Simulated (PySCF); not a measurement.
# Ionisation energy of In¹³⁺ by level of theory

In¹³⁺ [Kr] → In¹⁴⁺ [Ar] 3d10 4s2 4p5 [4p1/2^2 4p3/2^3, M_J = 3/2], as a difference of total energies. Computed with PySCF 2.14 in an even-tempered Gaussian basis (18 s from 0.58 bohr⁻², ratio 2.8; 14 p from 0.75 bohr⁻², ratio 2.8; 9 d from 1.3 bohr⁻², ratio 2.8; 4 f from 5.9 bohr⁻², ratio 3), with the two-component X2C-1e Hamiltonian. Correlated levels: [Ne] frozen; the 76 highest virtual spinors dropped. "Screened" scales the spin-orbit matrix elements by Boettger's factors to mimic the two-electron term; Breit and QED terms are absent.

```tsv
method	ionisation energy (eV)
GHF (screened spin-orbit)	341.24
GMP2 (screened spin-orbit)	342.30
```

Question: How much does correlation contribute at GMP2 (screened spin-orbit)?

Answer: 342.30 − (341.24) = 1.06 eV, measured against GHF (screened spin-orbit).

Breit and QED terms and the two-electron picture change are absent.

For comparison: 341 ± 3 eV (theoretical estimate listed by NIST; NIST Atomic Spectra Database, ionization energies).
